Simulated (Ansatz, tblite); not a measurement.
Cost and result up the ladder for the cluster Si3Se3⁻ (6 atoms). The state is a doublet with charge -1. Geometry: PBE-D4/def2-SVPD.

Cartesian coordinates in Å:
```
Si 1.469 -1.209 -0.816
Si -1.806 0.914 -1.599
Si 0.545 -0.150 1.054
Se 1.279 -0.217 3.095
Se -0.090 -0.460 -2.392
Se -1.396 1.122 0.658
```

Ansatz on 4 threads of Arm Neoverse V2 on a shared host; xTB runs through tblite on one thread. Times are rough, summed over both states, and most runs start from the orbitals of an earlier one. r2SCAN0-D4/def2-TZVPD serves as the yardstick here, not as an exact answer. The other state is a singlet.

The xTB rows come from tblite. The structure comes from a short search, and lower isomers may exist.

Raw xTB energies of ions are shifted by several eV, and xTB has no spin-polarisation term.

```json
{"level": "r2SCAN0-D4/def2-TZVPD", "functions": "300", "vertical IE (eV)": "3.27", "difference from r2SCAN0-D4/def2-TZVPD (eV)": "0.00"}
{"level": "PBE0-D4/def2-TZVPD", "functions": "300", "vertical IE (eV)": "3.13", "difference from r2SCAN0-D4/def2-TZVPD (eV)": "-0.14"}
{"level": "PBE-D4/def2-TZVPD", "functions": "300", "vertical IE (eV)": "3.02", "difference from r2SCAN0-D4/def2-TZVPD (eV)": "-0.25"}
{"level": "GFN2-xTB", "functions": "54", "vertical IE (eV)": "7.06", "difference from r2SCAN0-D4/def2-TZVPD (eV)": "3.79"}
```

Estimate how long each takes.

GFN2-xTB 0.02 s; PBE-D4/def2-TZVPD 16 s; PBE0-D4/def2-TZVPD 34 s; r2SCAN0-D4/def2-TZVPD 53 s. On shared hardware such times vary by a factor of up to 3.
